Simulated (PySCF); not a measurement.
Method: TPSSh-D3(BJ)/def2-TZVP // BP86-D3(BJ)/def2-SVP run with PySCF. All species are isolated molecules in the gas phase. One relaxed conformer stands for a flexible species; it need not be the lowest. 

Reference species: [Ti(OH)4] (neutral, multiplicity 1).

The coordination number comes out as 4, the HOMO–LUMO gap is 6.26 eV and the charge on the central atom (Mulliken) is 1.50 e. The mean distance from the central atom to its bonded neighbours comes out as 1.810 Å.

Changed species: [Cr(=O)2(OH)2] (M = Cr, dioxo; the reference has M = Ti).

Question: What does the change do to the coordination number, HOMO–LUMO gap, charge on the central atom (Mulliken) and mean distance from the central atom to its bonded neighbours?

Answer: the coordination number hardly moves; the HOMO–LUMO gap falls by 2.54 eV, to 3.72 eV; the charge on the central atom (Mulliken) falls by 0.08 e, to 1.42 e; the mean distance from the central atom to its bonded neighbours drops by 0.153 Å, to 1.657 Å.
